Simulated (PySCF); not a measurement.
**`C[C@@](Cl)(Br)C=C=O`, C$_{4}$H$_{4}$BrClO**

Geometry (Å), atoms numbered from 1 in this order:
```xyz
11

C    -0.9683   -0.8280   -0.0262
C    -0.4224    0.5798    0.0502
Cl   -1.3352    1.6433   -1.0818
Br   -0.7681    1.2793    1.9038
C     1.0289    0.6916   -0.2309
C     1.8020   -0.3146   -0.5076
O     2.5064   -1.1980   -0.7580
H    -2.0326   -0.8367    0.2002
H    -0.4533   -1.4647    0.6919
H    -0.8203   -1.2264   -1.0291
H     1.4683    1.6770   -0.1983
```

Level of theory: GIAO wB97X-D/pcSseg-1 magnetisability, rotational g tensor and spin-rotation constants, non-relativistic, gas phase in PySCF 2.14.0. Geometry: GFN2-xTB.

The calculation is non-relativistic, which matters for the atoms heavier than Zn.

(1) How diamagnetic is it, and how anisotropic?

(2) Split it along the inertial axes a, b, c into diamagnetic and paramagnetic parts about the centre of mass, with the quadrupole moment.

(3) And the rotational g tensor?

## Answers

(1) Isotropic -1368 × 10⁻³⁰ J/T², or -82.4 × 10⁻⁶ cm³/mol; principal values -1479, -1369, -1257 × 10⁻³⁰ J/T², anisotropy 193 × 10⁻³⁰ J/T² (root of half the summed squared differences of the principal values). The susceptibility is in cgs units.

(2) 
| axis | χ (10⁻⁶ cm³/mol) | diamagnetic (10⁻⁶ cm³/mol) | paramagnetic (10⁻⁶ cm³/mol) | summed x² of all electrons (Å²) | quadrupole Θ (D Å) |
| --- | --- | --- | --- | --- | --- |
| a | -85.0 | -709.5 | 624.5 | 233.6 | -5.49 |
| b | -86.5 | -1199.0 | 1112.6 | 118.2 | -3.07 |
| c | -75.7 | -1492.6 | 1416.9 | 49.0 | +8.56 |

Anisotropies 2χaa − χbb − χcc = -7.8 and 2χbb − χaa − χcc = -12.2 × 10⁻⁶ cm³/mol. Θ is traceless in Buckingham's convention.

(3) 
| axis | rotational constant (GHz) | g | nuclear part | electronic part |
| --- | --- | --- | --- | --- |
| a | 1.8267 | -0.0175 | 0.5184 | -0.5359 |
| b | 0.9867 | -0.0095 | 0.5063 | -0.5157 |
| c | 0.7543 | -0.0135 | 0.4886 | -0.5021 |

Asymmetric top; isotopes 79Br, 12C, 35Cl, 1H, 16O; no vibrational averaging.
